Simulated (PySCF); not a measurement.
Dissociation curve of SMILES [AlH3] (H3Al), singlet. The Al1–H4 bond (Al1 also carries H, H; H4 carries nothing else) is pulled apart rigidly from the PBE0/def2-TZVP optimised geometry.

Level of theory: CCSD(T) on UHF/cc-pVDZ, 5 core orbitals frozen run with PySCF.

Relative to R = 1.59 Å, what are the energies at R = 1.49, 1.70, 2.15, 3.20 Å?

2.7 mEh at 1.49 Å, 2.6 mEh at 1.70 Å, 39.8 mEh at 2.15 Å, 117.6 mEh at 3.20 Å.

The unrestricted determinant behind UCCSD(T) is spin-contaminated at 2.39 to 5.55 Å (<S²> up to 1.0, against 0.00 for a pure singlet).
